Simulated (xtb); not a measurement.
HF5OW, charge -1, doublet, at a GFN2-xTB geometry (such geometries of metal compounds can be far from the true shape) (the multiplicity is a formal guess), atoms displaced at random by about 0.05 Å a coordinate; GFN1-xTB (xtb 6.7.1).

The xtb input:
```
$ xtb mol.xyz --gfn 1 --chrg -1 --uhf 1 --opt crude --json

# file mol.xyz
8

W      0.09187211    -0.03313511     0.07710450
F     -0.79561567     1.64073484    -0.37544683
F      1.60330436     1.00183528     0.84499658
F      0.95951535     0.04354932    -1.87640436
F     -0.97497802     0.06980786     1.80690732
F     -1.56124728    -0.98585749    -0.84859187
O      0.74588334    -1.66947154     0.40592753
H      1.19776930    -2.40775632     0.62304834
```

Problem. Write the output that xtb gives for this input, abridged.

Solution. 
```
   ID    Z sym.   atoms
    1   74 W      1
    2    9 F      2-6
    3    8 O      7
    4    1 H      8

           -------------------------------------------------
          |                Calculation Setup                |
           -------------------------------------------------

           -------------------------------------------------
          |                 G F N 1 - x T B                 |
           -------------------------------------------------

          ...................................................
          :                      SETUP                      :
          :.................................................:
          :  # basis functions                  36          :
          :  # atomic orbitals                  35          :
          :  # shells                           17          :
          :  # electrons                        49          :
          :  # halogen bonds                     0          :
          :  max. iterations                   250          :
          :  Hamiltonian                  GFN1-xTB          :
          :  restarted?                      false          :
          :  GBSA solvation                  false          :
          :  PC potential                    false          :
          :  electronic temp.          300.0000000     K    :
          :  accuracy                    1.0000000          :
          :  -> integral cutoff          0.2500000E+02      :
          :  -> integral neglect         0.1000000E-07      :
          :  -> SCF convergence          0.1000000E-05 Eh   :
          :  -> wf. convergence          0.2000000E-04 e    :
          :  Broyden damping             0.4000000          :
          :  net charge                         -1          :
          :  unpaired electrons                  1          :
          ...................................................

 iter      E             dE          RMSdq      gap      omega  full diag
   1    -33.8000784 -0.338001E+02  0.824E+00    1.18       0.0  T
   2    -33.8330497 -0.329713E-01  0.458E+00    1.08       1.0  T
   3    -33.8365196 -0.346990E-02  0.102E+00    1.05       1.0  T
   4    -33.8370848 -0.565142E-03  0.329E-01    1.06       1.0  T
   5    -33.8370951 -0.102821E-04  0.821E-03    1.06       4.3  T
   6    -33.8370956 -0.577243E-06  0.175E-03    1.06      20.1  T
   7    -33.8370956 -0.491200E-08  0.539E-04    1.06      65.6  T
[...]
         :: total energy             -33.782916160882 Eh    ::
 * total energy  :   -33.7829162 Eh     change       -0.1122658E-11 Eh
 * total energy  :   -33.8110735 Eh     change       -0.2815738E-01 Eh
 * total energy  :   -33.8147160 Eh     change       -0.3642505E-02 Eh
 * total energy  :   -33.8172223 Eh     change       -0.2506232E-02 Eh
 * total energy  :   -33.8167915 Eh     change        0.4308092E-03 Eh
 * total energy  :   -33.8174635 Eh     change       -0.6720105E-03 Eh
 * total energy  :   -33.8174432 Eh     change        0.2029481E-04 Eh
 * total energy  :   -33.8174873 Eh     change       -0.4410465E-04 Eh
   *** GEOMETRY OPTIMIZATION CONVERGED AFTER 8 ITERATIONS ***
         :: total energy             -33.817487291124 Eh    ::
[...]
        31                          0.4542271              12.3601
        32                          0.4542522              12.3608
        33                          0.5490587              14.9406
        34                          0.5919850              16.1087
        35                          1.0872237              29.5849
      -------------------------------------------------------------
                  HL-Gap            0.0435018 Eh            1.1837 eV
             Fermi-level           -0.1183886 Eh           -3.2215 eV

  Mulliken/CM5 charges         n(s)   n(p)   n(d)
     1W     2.19103  2.90366   0.353  0.786  2.669
     2F    -0.49886 -0.64268   1.825  5.674  0.000
     3F    -0.57480 -0.66832   1.832  5.743  0.000
     4F    -0.57393 -0.66767   1.832  5.742  0.000
     5F    -0.57358 -0.66744   1.832  5.742  0.000
     6F    -0.57259 -0.66677   1.831  5.741  0.000
     7O    -0.73204 -1.09750   1.694  5.038  0.000
     8H     0.33477  0.50672   0.665  0.000  0.000

Wiberg/Mayer (AO) data.
largest (>0.10) Wiberg bond orders for each atom

 ---------------------------------------------------------------------------
     #   Z sym  total        # sym  WBO       # sym  WBO       # sym  WBO
 ---------------------------------------------------------------------------
     1  74 W    4.665 --     7 O    0.978     2 F    0.837     6 F    0.708
                             5 F    0.707     4 F    0.706     3 F    0.705
     2   9 F    0.925 --     1 W    0.837
     3   9 F    0.781 --     1 W    0.705
     4   9 F    0.782 --     1 W    0.706
     5   9 F    0.783 --     1 W    0.707
     6   9 F    0.785 --     1 W    0.708
     7   8 O    1.932 --     1 W    0.978     8 H    0.861
     8   1 H    0.889 --     7 O    0.861
 ---------------------------------------------------------------------------

Topologies differ in total number of bonds
Writing topology from bond orders to xtbtopo.mol

 dipole moment from electron density (au)
     X       Y       Z
   0.6527  -1.2625   0.3316  total (Debye):    3.710

optimized geometry written to: xtbopt.xyz

           -------------------------------------------------
          | TOTAL ENERGY              -33.817487291124 Eh   |
          | GRADIENT NORM               0.000650721190 Eh/α |
          | HOMO-LUMO GAP               1.183745050854 eV   |
           -------------------------------------------------

normal termination of xtb
```
